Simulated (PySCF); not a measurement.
Two species compared at the same levels of theory.

First species: C₁₁H₁₄.
SMILES: `CCC/C=C\C1=CC=CC=C1`

Second species: 6-methyltetralin, C11H14.
InChI=1S/C11H14/c1-9-6-7-10-4-2-3-5-11(10)8-9/h6-8H,2-5H2,1H3

Levels: PBE0/def2-SVPD for HOMO energy, LUMO energy, HOMO–LUMO gap and static isotropic polarisability; TDDFT PBE0/def2-SVPD for lowest singlet excitation; TDA PBE0/def2-SVPD for lowest triplet excitation (Tamm–Dancoff). Geometries: PBE0-D3(BJ)/def2-SVP. Each structure is a single optimised conformer of the isolated species, non-relativistic unless stated. Electronic properties by PySCF.

Dipoles, sizes and rotational constants follow the conformer. The torsions of the flexible species, by atom-mapped SMILES:
- `[CH3:1][CH2:2][CH2:3]/[CH:4]=[CH:5]\[c:6]1[cH:7][cH:8][cH:9][cH:10][cH:11]1`: C1–C2–C3–C4 180°, C2–C3–C4–C5 -140°, C4–C5–C6–C7 147°

The conformers of `Cc1ccc2c(c1)CCCC2` aren't listed.

Values for the first species:

```
HOMO energy                              : -6.48 eV
LUMO energy                              : -0.85 eV
HOMO–LUMO gap                            : 5.63 eV
Lowest singlet excitation                : 4.98 eV
Lowest triplet excitation (Tamm–Dancoff) : 3.34 eV
Static isotropic polarisability          : 135.6 au
```

Problem. Estimate the same properties for the second species, and the change in each.

Solution. 
| property | first | second | second less first |
| --- | --- | --- | --- |
| HOMO energy | -6.48 eV | -6.49 eV | -0.01 eV |
| LUMO energy | -0.85 eV | -0.16 eV | +0.69 eV |
| HOMO–LUMO gap | 5.63 eV | 6.33 eV | +0.70 eV |
| lowest singlet excitation | 4.98 eV | 5.11 eV | +0.13 eV |
| lowest triplet excitation (Tamm–Dancoff) | 3.34 eV | 3.90 eV | +0.56 eV |
| static isotropic polarisability | 135.6 au | 126.7 au | -8.9 au |

On the first: The principal polarisabilities are 91.9, 130.4 and 184.6 au; their mean is the isotropic value. The vertical singlet–triplet gap S1 − T1 is 1.64 eV (TDDFT singlet less Tamm–Dancoff triplet; S1: HOMO→LUMO+1, weight 0.56, beside HOMO−1→LUMO, weight 0.34; T1: HOMO→LUMO, weight 0.88).

On the second: No computed singlet falls in the visible range (750 to 380 nm, 1.65 to 3.26 eV); S1 lies 1.85 eV above its blue end. The polarisability is 18.78 Å³ as a volume (1 au = 0.148185 Å³), or 1.58 au for each of the 80 electrons.
